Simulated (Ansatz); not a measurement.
`F[SiH](F)Cl` + NH₃ → `N[SiH](F)F` + HCl at 400 K and 1 bar (ligand exchange at the Si–Cl bond).

Isolated molecules relaxed with PBE0-D4/def2-TZVP in Ansatz; ΔE leaves out vibrations. CCSD(T)/CBS adds triple-zeta CCSD(T) − MP2 to the extrapolated MP2 energy (def2 sets, frozen cores). This one scheme is used for every species. Each species was taken in one conformer, which may not be the lowest.

| species | CCSD(T)/CBS energy (Eh) | H − E (kJ/mol) | S (J/(mol·K)) |
| --- | --- | --- | --- |
| `F[SiH](F)Cl` | -949.23245 | 65.7 | 320.7 |
| NH₃ | -56.50880 | 104.2 | 203.1 |
| `N[SiH](F)F` | -545.34917 | 133.0 | 332.9 |
| HCl | -460.38127 | 29.6 | 195.4 |

H − E and S are ideal-gas, rigid-rotor, harmonic terms from PBE0-D4/def2-TZVP, for one conformer and one mirror image of each species. 1 Eh = 2625.50 kJ/mol, R = 8.31446 J/(mol·K).

Question: By hand: ΔE, ΔH, ΔS and ΔG.

Answer: ΔE = (-545.34917) + (-460.38127) − (-949.23245) − (-56.50880) = 0.01081 Eh = 28.4 kJ/mol. Δ(H − E) = 133.0 + 29.6 − 65.7 − 104.2 = -7.3, so ΔH = 21.1 kJ/mol. ΔS = 332.9 + 195.4 − 320.7 − 203.1 = 4.5 J/(mol·K). ΔG = 21.1 − 400 × (4.5)/1000 = 19.3 kJ/mol.

Question: By hand: the equilibrium constant, and the temperature at which ΔG would vanish if ΔH and ΔS stayed fixed.

Answer: log₁₀ K = −ΔG/(RT ln 10) = -2.5. ΔG = 0 at ΔH/ΔS = 4689 K, far beyond where these terms or the molecules hold.

The number of gas molecules stays the same, so ΔS is small and ΔH decides. A doubt of 5 kJ/mol in ΔE shifts log₁₀ K by 0.7 here. Other conformers and mirror images would add mixing entropy, several J/(mol·K) or more a flexible species. These are equilibria of isolated gas molecules and say nothing of rates. Largest T1 diagnostic: 0.011 (customary marks: 0.02 for closed shells, 0.045 for open ones).
